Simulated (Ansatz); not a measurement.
Al₇N₇⁺. The state is a doublet with charge 1. Geometry r2SCAN-D4/def2-SVP.

```xyz
14

Al    0.006   -0.029   -3.373
Al    1.795    2.397    2.236
Al    0.966    1.224   -1.034
Al    0.386    0.536    1.402
Al   -1.078   -1.429    0.542
Al   -1.561   -2.064   -2.166
Al   -0.146   -0.123    3.732
N     1.019    1.277   -2.810
N    -1.035   -1.383   -3.670
N     1.461    1.893    0.580
N     0.863    1.236    3.200
N    -1.934   -2.557   -0.532
N    -0.656   -0.854    2.212
N    -0.086   -0.122   -0.318
```

Single mean-field runs in def2-TZVP are fitted with def2-universal-jkfit. At PBE-D4/def2-TZVP, PBE0-D4/def2-TZVP the relaxed charge 1 doublet is spin-contaminated (final ⟨S²⟩ up to 1.30, 0.75 for a pure state).

Question: Estimate the α-spin orbital energies around the gap (eV) in Ansatz with PBE-D4/def2-TZVP, PBE0-D4/def2-TZVP.

Answer: 
```csv
orbital,PBE-D4/def2-TZVP,PBE0-D4/def2-TZVP
HOMO−5,-9.91,-11.33
HOMO−4,-9.63,-11.07
HOMO−3,-9.63,-10.77
HOMO−2,-9.51,-10.65
HOMO−1,-9.32,-10.57
HOMO,-9.32,-10.37
LUMO,-8.23,-7.32
LUMO+1,-7.73,-6.80
LUMO+2,-6.08,-5.24
LUMO+3,-5.12,-4.22
LUMO+4,-4.83,-3.94
LUMO+5,-4.65,-3.76
β HOMO,-9.07,-9.29
β LUMO,-8.76,-8.11
```
